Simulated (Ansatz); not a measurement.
Breaking a bond: Ge(H)3(tBu), SMILES [C](C)(C)([GeH3])C. The C1–Ge14 bond (C1 also carries C, C, C; Ge14 carries H, H, H) is pulled apart rigidly from the PBE0/def2-SVP optimised geometry. Each curve is given relative to its own lowest point near equilibrium.

| R / Å | A | B | C |
|---|---|---|---|
| 1.63 | 172.4 | 186.2 | 165.6 |
| 1.74 | 70.7 | 80.4 | 65.1 |
| 1.85 | 19.8 | 25.7 | 16.5 |
| 1.91 | 6.5 | 10.3 | 4.6 |
| 1.98 | 0.0 | 1.6 | 0.0 |
| 2.03 | 0.0 | 0.0 | 1.4 |
| 2.10 | 4.8 | 2.6 | 8.2 |
| 2.25 | 27.4 | 21.1 | 35.6 |
| 2.41 | 61.2 | 50.9 | 74.8 |
| 2.61 | 107.7 | 93.0 | 127.9 |
| 2.87 | 165.4 | 145.9 | 194.1 |
| 3.28 | 239.8 | 214.6 | 269.2 |
| 3.68 | 282.9 | 263.1 | 298.0 |
| 4.17 | 302.8 | 303.3 | 310.9 |
| 4.82 | 311.6 | 334.7 | 316.2 |
| 5.73 | 314.7 | 355.1 | 317.9 |

Energies in kJ/mol.

Question: Match the curves with the methods restricted BLYP/def2-SVP run with Ansatz (a quantum-chemistry and plane-wave program); unrestricted PBE/def2-SVP (Ansatz); unrestricted PBE0/def2-SVP (Ansatz).

Answer: A is UKS-PBE; B is RKS-BLYP; C is UKS-PBE0.

The restricted form behind RKS-BLYP keeps the bonding electrons paired and can't separate into open-shell fragments. The unrestricted determinant behind UKS-PBE is spin-contaminated at 3.68 to 5.73 Å (<S²> up to 1.0, against 0.00 for a pure singlet). The unrestricted determinant behind UKS-PBE0 is spin-contaminated at 3.28 to 5.73 Å (<S²> up to 1.0, against 0.00 for a pure singlet).
